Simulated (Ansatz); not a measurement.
`C=NC[SeH]` and `C=NC[O][SbH2]` differ in one atom or group.

Ansatz, PBE0-D4/def2-TZVP geometries, multiplicity 1. Each molecule was computed in one conformer, which needn't be the lowest.

Elements past krypton have def2 core potentials. Scalar relativity is left out up to krypton. Spin–orbit coupling is left out; it splits and shifts lone-pair levels of the heavy atoms by tenths of an eV.

| property | `C=NC[SeH]` |
| --- | --- |
| LUMO energy (ωB97M-V/def2-TZVPP) / eV | 1.27 |
| size of the dipole moment (B3LYP/def2-TZVPP) / D | 2.25 |
| HOMO energy (PBE/def2-TZVPP) / eV | -5.56 |
| LUMO energy (PBE0/def2-TZVPP) / eV | -0.88 |
| HOMO–LUMO gap (ωB97M-V/def2-TZVPP) / eV | 10.16 |
| size of the dipole moment (PBE/def2-TZVPP) / D | 2.11 |

Task: Give the same properties after the change, and the shifts. (An estimate is asked.)

Result: Ansatz gave: 
```
                                        property  `C=NC[O][SbH2]`  shift
           LUMO energy (ωB97M-V/def2-TZVPP) / eV             0.47  -0.80
size of the dipole moment (B3LYP/def2-TZVPP) / D             1.89  -0.36
               HOMO energy (PBE/def2-TZVPP) / eV            -5.88  -0.32
              LUMO energy (PBE0/def2-TZVPP) / eV            -1.28  -0.40
         HOMO–LUMO gap (ωB97M-V/def2-TZVPP) / eV            10.15  -0.01
  size of the dipole moment (PBE/def2-TZVPP) / D             1.72  -0.39
```

With PBE0 the HOMO falls by 0.67 eV and the LUMO falls by 0.40 eV, so the gap widens by about 0.27 eV. PBE moves the HOMO by -0.32 eV and ωB97M-V by -0.78 eV. Dipoles are sizes alone; their direction can turn.

B3LYP here is the variant with VWN-RPA as its local correlation; programs differ in this.
